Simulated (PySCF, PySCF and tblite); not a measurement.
A run on one conformer of C2H16N2O2Si4, numbered as in [CH3:1][Si@@H:2]([OH:3])[NH:4][Si@@H:5]([CH3:6])[NH:7][Si@H:8]([OH:9])[SiH3:10], from an ensemble study. The sound level was PBE0/6-31G* on GFN2-xTB geometries.

Input:

```
{"job": {"xc": "PBE0", "basis": "MINI", "kind": "nmr", "pop": false}, "charge": 0, "multiplicity": 1}
C     -4.108263     0.850328    -1.273921
Si    -2.960269     0.750072     0.233048
O     -3.352055    -0.448034     1.259089
N     -1.363923     0.487413    -0.388235
Si     0.039845     0.140187     0.563081
C     -0.259561    -1.392864     1.638374
N      1.310766    -0.102395    -0.584592
Si     2.952581    -0.548757    -0.238886
O      3.383867     0.132987     1.173514
Si     4.379817     0.332545    -1.800807
H     -3.999096    -0.008490    -1.930849
H     -3.915353     1.740102    -1.863847
H     -5.144711     0.890901    -0.955734
H     -3.082223     1.902032     1.122108
H     -3.211170    -1.357771     1.009700
H     -1.169975     0.954898    -1.257904
H      0.421225     1.272945     1.427682
H     -0.559442    -2.249353     1.040967
H      0.642647    -1.673788     2.174105
H     -1.037229    -1.206809     2.371254
H      1.027030    -0.183470    -1.545166
H      2.981140    -2.013748    -0.042901
H      2.777147     0.162579     1.907497
H      4.146071     1.739605    -2.154446
H      5.788159     0.248125    -1.402555
H      4.291929    -0.396626    -3.076091
```

Command: OMP_NUM_THREADS=1 python ens_run.py task.json out

Output:

```
coarse grid: 22888 points
cycle   1  E = -1493.6812233494  dE =  1.015e+00  |g| = 9.405e-01  |ddm| = 7.047e+00
cycle   2  E = -1493.6206126757  dE =  6.061e-02  |g| = 1.090e+00  |ddm| = 3.781e+00
cycle   3  E = -1493.9977505039  dE = -3.771e-01  |g| = 7.687e-02  |ddm| = 2.179e+00
cycle   4  E = -1493.9995936301  dE = -1.843e-03  |g| = 3.114e-02  |ddm| = 2.098e-01
cycle   5  E = -1493.9999116666  dE = -3.180e-04  |g| = 5.830e-03  |ddm| = 6.591e-02
cycle   6  E = -1493.9999220503  dE = -1.038e-05  |g| = 2.461e-03  |ddm| = 1.537e-02
cycle   7  E = -1493.9999239998  dE = -1.949e-06  |g| = 2.818e-04  |ddm| = 5.088e-03
final grid: 200472 points
cycle   8  E = -1494.0701938937  dE = -2.080e-05  |g| = 4.304e-03  |ddm| = 2.458e-02
cycle   9  E = -1494.0701934469  dE =  4.468e-07  |g| = 4.657e-03  |ddm| = 1.695e-02
cycle  10  E = -1494.0702004631  dE = -7.016e-06  |g| = 6.263e-04  |ddm| = 9.096e-03
cycle  11  E = -1494.0702005889  dE = -1.258e-07  |g| = 1.311e-04  |ddm| = 1.358e-03
cycle  12  E = -1494.0702005946  dE = -5.694e-09  |g| = 2.226e-05  |ddm| = 2.827e-04
cycle  13  E = -1494.0702005948  dE = -1.664e-10  |g| = 9.342e-06  |ddm| = 6.223e-05
converged SCF energy = -1494.0702005948

GIAO shielding tensors (ppm)
atom      isotropic    diamagn.    paramagn.     s11        s22        s33       span
  0 C      225.381     242.214     -16.833    222.379    222.796    230.967      8.589
  1 Si     628.734     870.616    -241.882    559.638    633.690    692.876    133.238
  2 O      444.854     389.658      55.196    257.254    503.430    573.878    316.624
  3 N      382.019     300.160      81.859    267.183    361.346    517.528    250.345
  4 Si     626.349     869.965    -243.617    561.197    625.578    692.271    131.073
  5 C      224.009     242.375     -18.366    218.066    225.681    228.281     10.215
  6 N      380.446     302.633      77.814    253.164    360.369    527.806    274.642
  7 Si     661.527     873.033    -211.506    574.097    650.360    760.125    186.027
  8 O      463.853     392.295      71.557    230.985    509.610    650.963    419.978
  9 Si     802.158     877.611     -75.453    764.477    812.951    829.047     64.569
 10 H       30.839      24.920       5.920     24.892     29.498     38.129     13.237
 11 H       30.961      26.722       4.238     24.851     28.589     39.441     14.590
 12 H       30.751      32.079      -1.328     24.204     27.210     40.839     16.635
 13 H       27.161      29.445      -2.284     23.101     23.846     34.536     11.436
 14 H       31.783      26.117       5.666     24.613     29.036     41.699     17.086
 15 H       34.038      26.584       7.455     19.700     33.899     48.517     28.817
 16 H       27.644      28.387      -0.743     22.774     26.234     33.924     11.150
 17 H       31.278      26.266       5.012     26.780     28.332     38.723     11.943
 18 H       31.326      28.068       3.258     24.038     29.870     40.069     16.031
 19 H       31.009      27.836       3.173     24.750     30.107     38.170     13.420
 20 H       34.234      26.771       7.463     20.198     33.639     48.865     28.667
 21 H       26.473      28.718      -2.245     21.169     24.490     33.760     12.591
 22 H       32.302      25.571       6.731     21.339     31.428     44.139     22.800
 23 H       28.729      26.936       1.793     23.419     27.013     35.754     12.335
 24 H       28.777      30.146      -1.370     23.228     26.097     37.005     13.777
 25 H       29.109      27.882       1.227     23.935     26.639     36.752     12.816
```

Question: What is wrong with this calculation?

Answer: The setting at fault: minimal or split-valence basis without polarisation functions. Self-consistency was reached.
